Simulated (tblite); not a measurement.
Species: C₁₀H₉N₃.
Bonds: C1–C2, C2–C3 (aromatic), C3–N4 (aromatic), N4–C5 (aromatic), C5–C6, C6–C7 (aromatic), C7–C8 (aromatic), C8–N9 (aromatic), N9–C10 (aromatic), C10–C11 (aromatic), C5–N12 (aromatic), N12–C13 (aromatic), C2–C13 (aromatic), C6–C11 (aromatic). Hydrogens: H14, H15, H16 on C1; H17 on C3; H18 on C7; H19 on C8; H20 on C10; H21 on C11; H22 on C13.

Computed with GFN2-xTB (tblite), gas phase: L-BFGS steps from a force-field or distance-geometry start until the largest atomic force falls under 0.01 eV/Å.

Geometry at step 1:
```
atom  x, y, z in Å
C1      4.1349    0.1507   -0.1275
C2      2.6481    0.1058   -0.0605
C3      1.8205    0.9889   -0.7931
N4      0.5113    0.9361   -0.7589
C5     -0.0694    0.0053    0.0033
C6     -1.5550   -0.0587    0.0439
C7     -2.3372    0.8419   -0.6893
C8     -3.7257    0.7419   -0.6050
N9     -4.3530   -0.1652    0.1239
C10    -3.6209   -1.0160    0.8211
C11    -2.2273   -1.0118    0.8177
N12     0.6209   -0.8920    0.7303
C13     1.9303   -0.8269    0.6930
H14     4.4878   -0.4898   -0.9428
H15     4.5674   -0.1910    0.8115
H16     4.4844    1.1681   -0.2910
H17     2.2749    1.7456   -1.4157
H18    -1.8856    1.6019   -1.3092
H19    -4.3533    1.4342   -1.1680
H20    -4.1549   -1.7532    1.4237
H21    -1.6842   -1.7305    1.4152
H22     2.4756   -1.5656    1.2764
```

**Question.** What forces act on the atoms?

**Answer.** 
| atom | Fx (eV/Å) | Fy (eV/Å) | Fz (eV/Å) |
| --- | --- | --- | --- |
| C1 | 0.017 | 0.018 | 0.126 |
| C2 | -0.863 | 0.380 | -0.372 |
| C3 | 0.740 | -0.603 | 0.507 |
| N4 | -0.489 | -0.060 | 0.087 |
| C5 | 0.037 | -0.336 | 0.184 |
| C6 | 0.272 | 0.079 | -0.039 |
| C7 | -0.211 | -0.121 | 0.107 |
| C8 | 0.350 | 0.111 | -0.160 |
| N9 | -0.086 | 0.038 | 0.029 |
| C10 | 0.395 | -0.135 | 0.079 |
| C11 | -0.099 | 0.066 | 0.007 |
| N12 | -0.634 | 0.412 | -0.269 |
| C13 | 0.601 | -0.017 | -0.085 |
| H14 | 0.000 | 0.135 | 0.162 |
| H15 | 0.001 | -0.162 | -0.058 |
| H16 | -0.033 | -0.010 | -0.172 |
| H17 | -0.103 | 0.135 | -0.106 |
| H18 | 0.089 | -0.086 | 0.083 |
| H19 | 0.084 | -0.225 | 0.186 |
| H20 | 0.038 | 0.259 | -0.223 |
| H21 | 0.066 | 0.110 | -0.112 |
| H22 | -0.173 | 0.012 | 0.041 |

The largest, 1.08 eV/Å, acts on C3; the rms over all components is 0.263 eV/Å. The forces sum to zero within rounding, as they must for an isolated molecule in no field.

**Question.** Give the force on C3 in Eh/bohr and in nN.

**Answer.** 1.081 eV/Å ÷ 51.422 = 0.02102 Eh/bohr, and 1.081 eV/Å × 1.602 = 1.73 nN.

**Question.** How far is this geometry from the end of the optimisation?

**Answer.** 0.062 eV above it, and 0.035 Å rms away after alignment. The bonds farthest from their final lengths, with half the difference of the two atoms' forces along the bond (positive lengthens):

```json
{"bond": "C5–C6", "now (Å)": "1.488", "final (Å)": "1.466", "force along bond (eV/Å)": "-0.13"}
{"bond": "C2–C3", "now (Å)": "1.415", "final (Å)": "1.393", "force along bond (eV/Å)": "-1.00"}
{"bond": "C5–N12", "now (Å)": "1.345", "final (Å)": "1.331", "force along bond (eV/Å)": "-0.54"}
{"bond": "C7–C8", "now (Å)": "1.395", "final (Å)": "1.385", "force along bond (eV/Å)": "-0.30"}
{"bond": "C10–H20", "now (Å)": "1.092", "final (Å)": "1.082", "force along bond (eV/Å)": "-0.13"}
{"bond": "C10–C11", "now (Å)": "1.394", "final (Å)": "1.385", "force along bond (eV/Å)": "-0.25"}
```

The angle farthest from its final value is C2–C13–H22, 119.0° against 121.3°.

Of the 5 listed bonds off by 0.010 Å or more, this force points towards the final length in 5.

The cost below is that of the whole relaxation. Hardware: Intel Xeon at 2.60 GHz, one thread, no GPU (shared host). Cost: 0.24 s wall.
